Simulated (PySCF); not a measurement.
A structure optimised at PBE-D3(BJ)/def2-SVP, used in a PySCF frequency run:

```xyz
7

Ga     0.0040     0.7616     0.0000
O      1.4362     1.8564     0.0000
H      2.2825     1.3731     0.0000
O     -1.6028     1.5684     0.0000
H     -1.4940     2.5384     0.0000
Se     0.0544    -1.5691     0.0000
H     -1.4316    -1.5704     0.0000
```
Charge 0, spin multiplicity 1.

Task: Write its SMILES, formula and point group.

Result: [OH][Ga]([OH])[SeH], GaH3O2Se, Cs

Task: What are its rotational constants (standard atomic weights)?

Result: 6.0258, 1.4897, 1.1944 GHz
